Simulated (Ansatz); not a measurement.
`BN([SiH3])C=C` + `[OH][GeH]` → `[SiH3][O][GeH]` + `BNC=C` at 700 K and 1 bar (ligand exchange at the Si–N bond).

Calculated with Ansatz (gas phase, PBE0-D4/def2-TZVP geometries, no zero-point term in ΔE). CCSD(T)/CBS adds triple-zeta CCSD(T) − MP2 to the extrapolated MP2 energy (def2 sets, frozen cores). For Ge outer-core shells are correlated without core-valence functions, which leaves a few kJ/mol of doubt a bond. Scalar relativity is left out up to krypton. Each species was taken in one conformer, which may not be the lowest.

```json
{"species": "`BN([SiH3])C=C`", "CCSD(T)/CBS energy (Eh)": "-449.51164", "H − E (kJ/mol)": "340.1", "S (J/(mol·K))": "466.3"}
{"species": "`[OH][GeH]`", "CCSD(T)/CBS energy (Eh)": "-2152.47759", "H − E (kJ/mol)": "86.1", "S (J/(mol·K))": "302.2"}
{"species": "`[SiH3][O][GeH]`", "CCSD(T)/CBS energy (Eh)": "-2442.79250", "H − E (kJ/mol)": "150.9", "S (J/(mol·K))": "403.6"}
{"species": "`BNC=C`", "CCSD(T)/CBS energy (Eh)": "-159.21916", "H − E (kJ/mol)": "276.1", "S (J/(mol·K))": "378.5"}
```

H − E and S are ideal-gas, rigid-rotor, harmonic terms from PBE0-D4/def2-TZVP, for one conformer and one mirror image of each species. 1 Eh = 2625.50 kJ/mol, R = 8.31446 J/(mol·K).

Problem. By hand: ΔE, ΔH, ΔS and ΔG.

Solution. ΔE = (-2442.79250) + (-159.21916) − (-449.51164) − (-2152.47759) = -0.02243 Eh = -58.9 kJ/mol. Δ(H − E) = 150.9 + 276.1 − 340.1 − 86.1 = 0.8, so ΔH = -58.1 kJ/mol. ΔS = 403.6 + 378.5 − 466.3 − 302.2 = 13.6 J/(mol·K). ΔG = -58.1 − 700 × (13.6)/1000 = -67.6 kJ/mol.

Problem. By hand: the equilibrium constant, and the temperature at which ΔG would vanish if ΔH and ΔS stayed fixed.

Solution. log₁₀ K = −ΔG/(RT ln 10) = 5.0. ΔH and −TΔS have one sign here, so there is no such temperature.

The number of gas molecules stays the same, so ΔS is small and ΔH decides. A doubt of 5 kJ/mol in ΔE shifts log₁₀ K by 0.4 here. Other conformers and mirror images would add mixing entropy, several J/(mol·K) or more a flexible species. These are equilibria of isolated gas molecules and say nothing of rates. Largest T1 diagnostic: 0.016 (customary marks: 0.02 for closed shells, 0.045 for open ones).
